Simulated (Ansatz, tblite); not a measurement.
Forces on Te₆As₄ at its r2SCAN-D4/def2-SVP geometry. The state is a singlet with charge 0.

In the def2 sets Te takes a core potential; there is no spin–orbit coupling. The xTB rows come from tblite. Another isomer (singlet) lies 0.84 eV lower at PBE0-D4/def2-SVP; other spin states weren't run for this one.

GFN1-xTB (tblite), largest force 1.61 eV/Å:

```xyz
10
positions Å, forces eV/Å
As   -0.933    2.011    1.497    0.983   -0.428   -0.842
As    1.197   -0.587    0.252   -0.478    0.221   -0.445
As   -1.247   -2.944   -0.713    0.219    1.093    1.165
As    0.212    1.765   -2.264   -0.090   -0.445    1.127
Te   -1.358   -0.088   -0.555    1.225    0.040    0.054
Te   -2.546   -2.027    1.332    0.450   -0.319   -0.807
Te    1.152   -3.256    0.195   -0.615    0.483   -0.280
Te    1.229    0.973    2.410   -0.748    0.202   -0.623
Te    2.481    0.564   -1.685   -0.887    0.027    0.415
Te   -0.187    3.589   -0.469   -0.059   -0.873    0.235
```

GFN2-xTB (tblite), largest force 0.73 eV/Å:

```
As 0.285 -0.240 -0.298
As -0.329 0.357 -0.200
As 0.271 0.440 0.311
As -0.070 -0.452 0.410
Te 0.722 0.050 0.107
Te 0.089 -0.009 -0.216
Te -0.293 0.121 -0.124
Te -0.225 -0.061 -0.391
Te -0.475 0.033 0.290
Te 0.024 -0.240 0.110
```

PBE-D4/def2-SVP (Ansatz), largest force 0.20 eV/Å:

```
As -0.180 -0.036 0.075
As 0.007 -0.030 0.031
As -0.058 -0.060 -0.171
As -0.097 -0.055 -0.154
Te -0.043 0.100 -0.077
Te -0.102 0.020 0.167
Te 0.138 -0.106 0.055
Te 0.128 -0.003 0.124
Te 0.190 -0.009 -0.061
Te 0.018 0.181 0.011
```
